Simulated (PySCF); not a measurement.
Cl$_{2}$F$_{2}$Si, SMILES `F[Si](F)(Cl)Cl`, neutral singlet in the gas phase. 

Cartesian coordinates (Å):
SMILES: Cl[Si](F)(Cl)F
```xyz
5

F     -0.0046     0.8287     1.3974
Si    -0.0011     0.0790     0.0108
F     -0.0228     1.1728    -1.1241
Cl    -1.6572    -1.0643    -0.1333
Cl     1.6857    -1.0162    -0.1508
```
Charge 0, spin multiplicity 1.

All levels are single points at this geometry (B3LYP-D3(BJ)/def2-TZVP); Pople sets use spherical d functions. Orbital energies aren't observables, and empty levels follow the basis.

```csv
level,HOMO (eV),LUMO (eV),gap (eV),dipole (D),"vertical IE, Delta-SCF (eV)"
B3LYP-D3(BJ)/def2-TZVP in PySCF,-9.63,-0.32,9.30,0.69,–
B3LYP/6-31G* in PySCF,-9.57,-0.32,9.26,0.29,12.16
BP86/6-31G* in PySCF,-8.50,-1.17,7.32,0.20,–
M06-2X/6-31G* in PySCF,-11.26,0.95,12.21,0.25,–
HF/3-21G in PySCF,-13.88,3.00,16.89,0.03,–
HF/6-31G* in PySCF,-13.39,3.98,17.37,0.36,12.41
```
